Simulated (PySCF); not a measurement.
C₄H₆ClF. Atoms are numbered in the order given.

```xyz
12

F     -0.6134     0.7638     1.3929
C     -0.6547    -0.0961     0.3188
C      0.6553    -0.7919     0.0988
Cl     1.9303     0.3234    -0.5353
C     -1.9554    -0.8254     0.0977
C     -1.5344     0.3088    -0.8243
H      1.0310    -1.2080     1.0536
H      0.5412    -1.6125    -0.6338
H     -1.9322    -1.8615    -0.2751
H     -2.7480    -0.6126     0.8311
H     -1.1975     0.0790    -1.8471
H     -2.0544     1.2715    -0.7099
```

Coordinates come from a PBE-D3(BJ)/def2-SVP optimisation. The values are those of a single conformer.

Computed with PBE/pcSseg-1 (PySCF).

GIAO shieldings, no solvent; atoms listed in one row are averaged. δ = σ(ref) − σ: ¹⁹F against CFCl3 (σ = 133.6 ppm); ¹³C against TMS (σ = 182.0 ppm); ³⁵Cl against HCl (σ = 936.5 ppm); ¹H against TMS (σ = 31.49 ppm), references at their B3LYP-D3(BJ)/def2-TZVP geometries, non-relativistic (without spin–orbit terms, shifts of atoms bonded to Cl or Br come out too high).

Estimate the chemical shifts. (Estimate from the structure and the level; the computed values follow.)


| nucleus | atoms | count | δ (ppm) |
|---|---|---|---|
| ¹⁹F | F1 | 1 | -226.1 |
| ¹³C | C2 | 1 | 86.4 |
| ¹³C | C3 | 1 | 63.9 |
| ¹³C | C5 | 1 | 21.8 |
| ¹³C | C6 | 1 | 18.9 |
| ³⁵Cl | Cl4 | 1 | 121.9 |
| ¹H | H7 | 1 | 4.97 |
| ¹H | H8 | 1 | 3.51 |
| ¹H | H10 | 1 | 1.72 |
| ¹H | H12 | 1 | 1.69 |
| ¹H | H11 | 1 | 1.39 |
| ¹H | H9 | 1 | 1.23 |
